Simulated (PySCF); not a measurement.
Stepwise substitution at one centre (B CH3-NH2). Gas-phase values, no solvent. Strings in code marks are SMILES.

Level of theory: B3LYP-D3(BJ)/def2-TZVP in PySCF 2.14.0. B3LYP has the VWN-RPA correlation part, as in Gaussian. Delta-SCF ions had no search for a lower state. Excitations are Tamm–Dancoff values on a coarser integration grid. The basis has no diffuse functions, so Rydberg states are missing or too high.

| species | T1 excitation (TDA) (eV) | vertical ionisation energy (Delta-SCF) (eV) | brightest of the four lowest singlets (TDA) (eV) |
|---|---|---|---|
| 0 of 3 CH3 replaced by NH2 (`CB(C)C`) | 5.94 | 10.63 | 7.86 |
| 1 of 3 CH3 replaced by NH2 | 6.57 | [?] | 7.78 |
| 2 of 3 CH3 replaced by NH2 | [?] | 9.02 | – |
| 3 of 3 CH3 replaced by NH2 | 5.50 | 8.79 | 6.86 |

Task: Some entries are withheld; supply them.

Result: 
- 1 of 3 CH3 replaced by NH2, vertical ionisation energy (Delta-SCF) (eV): 10.44
- 2 of 3 CH3 replaced by NH2, T1 excitation (TDA) (eV): 5.71
